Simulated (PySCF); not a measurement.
Atom-mapped SMILES (the numbers label the heavy atoms): `[CH3:1][O:2][C@@H:3]1[CH2:4][Si@H:5]1[CH3:6]`. Hydrogens are named by the atom that carries them. Ha(C4) is cis to O2 on the ring; Hb(C4) is trans to O2 on the ring.

- GFN2-xTB geometry
- σ from GIAO-PBE0/pcSseg-1
- code: PySCF
- rapidly exchanging positions averaged, non-relativistic Hamiltonian, no solvent model, one computed conformer

Shifts are taken against calculated references (same method and geometry level): TMS for ¹³C (σref 186.93) and ¹H (σref 31.72) and ²⁹Si (σref 349.16); ¹⁷O (σref 336.08) against H2O.

```csv
atoms,nucleus,count,Hirshfeld charge,δ (ppm)
H(C3),¹H,1,0.03,3.82
Si5,²⁹Si,1,0.32,-118.5
Hb(C4),¹H,1,0.04,0.95
O2,¹⁷O,1,-0.14,?
Ha(C4),¹H,1,0.04,?
C4,¹³C,1,-0.18,?
H(C1),¹H,3,0.04,?
H(Si5),¹H,1,-0.07,3.08
C1,¹³C,1,-0.05,63.9
C3,¹³C,1,-0.05,67.5
C6,¹³C,1,-0.21,-8.2
H(C6),¹H,3,0.05,0.12
```

Fill in the missing shifts.

Answers


- C4: 7.0 ppm, three-membered-ring carbon; carbons of three-membered rings are unusually shielded
- H(C1): 3.45 ppm, hydrogen on a methyl carbon bonded to O; its carbon carries O, which withdraws density
- Ha(C4): 0.93 ppm, hydrogen on a three-membered-ring carbon; cyclopropane-type protons are shielded by the ring
- O2: 32.4 ppm, ether oxygen

Shifts are as computed. Against solution values, carbons near 30 ppm lie about +3 ppm off and those near 130 ppm about +5 ppm. Of 1211 compounds with measured shifts, 218 miss one by over three times the rms of a fit or turn the order of signals round; such compounds aren't used in these exercises. Experimental scales use liquid or dissolved standards, which lie at an offset from isolated H2O (liquid H2O: subtract about 36 ppm).
